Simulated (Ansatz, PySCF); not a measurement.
System: H₃S₂, net charge 1, singlet state. It need not be the lowest isomer of its formula. 
Geometry from a B3LYP-D3(BJ)/def2-TZVP (Ansatz, an electronic-structure program) optimisation:
```xyz
5

S     -0.8128    -0.1252     0.5607
S      0.8973     0.1229    -0.5928
H     -1.7033    -0.5286    -0.3799
H      1.6348    -0.5812     0.2913
H     -1.2829     1.1466     0.6035
```
Charge +1, spin multiplicity 1.

Total electronic energies in hartree. Cores are frozen in the correlated levels unless marked. Spin-orbit coupling is left out. Non-relativistic. Basis-set limits of correlation are two-point, X^-3; Hartree-Fock from the larger set.

```
level                                        program  energy (Eh)
------------------------------------  --------------  -----------
SVWN5/def2-TZVPD                              Ansatz   -795.14181
BP86-D3(BJ)/def2-TZVPD                 PySCF + dftd3   -797.99366
TPSS/def2-TZVPD                                PySCF   -797.95142
TPSS-D4/def2-TZVPD                     PySCF + dftd4   -797.95474
PBE0/STO-3G                                   Ansatz   -788.84327
PBE0-D3(BJ)/def2-TZVPD                Ansatz + dftd3            ?
r2SCAN0-D4/def2-TZVPD                 Ansatz + dftd4            ?
MP2/def2-QZVPP                                Ansatz   -796.94671
MP2/def2-QZVPPD                               Ansatz   -796.94707
MP2/CBS(def2-TZVPP,def2-QZVPP)                Ansatz    -796.9691
SCS-MP2/6-31G*                                Ansatz   -796.68989
CCSD/def2-QZVPPD                              Ansatz   -796.98329
CCSD(T)/cc-pVDZ                                PySCF   -796.82358
CCSD(T)/cc-pV(T+d)Z                           Ansatz   -796.96530
CCSD(T)/CBS(def2-TZVPPD,def2-QZVPPD)          Ansatz    -797.0230
```

### Question
Complete the blanks.

### Answer

- PBE0-D3(BJ)/def2-TZVPD, energy (Eh): -797.62245
- r2SCAN0-D4/def2-TZVPD, energy (Eh): -797.83128
